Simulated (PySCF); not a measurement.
# Working out the excitation energy of Sr

Sr [Kr] 5s2 (1S) → Sr [Kr] 5s1 6s1 (3S). Computed with PySCF 2.14 in aug-cc-pVDZ-X2C (7s6p4d, 45 functions), with the spin-free X2C one-electron Hamiltonian (Gaussian nucleus). Frozen: [Kr]. Energies in hartree (1 hartree = 27.21139 eV):

| part | Sr (lower) | Sr (upper) |
| --- | --- | --- |
| UHF | -3177.344870 | -3177.240989 |
| CCSD correlation | -0.025173 | -0.004397 |
| (T) | 0.000000 | 0.000000 |

Task: What does Hartree-Fock give?

Result: (-3177.240989) − (-3177.344870) = 0.103881 hartree = 2.827 eV.

Task: What do CCSD and CCSD(T) give?

Result: The CCSD correlation energies differ by 0.020776 hartree = 0.565 eV and the triples by 0.000000 hartree = 0.000 eV, so CCSD gives 3.392 eV and CCSD(T) 3.392 eV.

Measured between the centres of the two terms (NIST): 3.600 eV, so CCSD(T) (valence) is off by -0.208 eV.

A double-zeta basis recovers only part of the correlation energy.

What remains against the reference includes basis incompleteness, the frozen core and higher excitations.
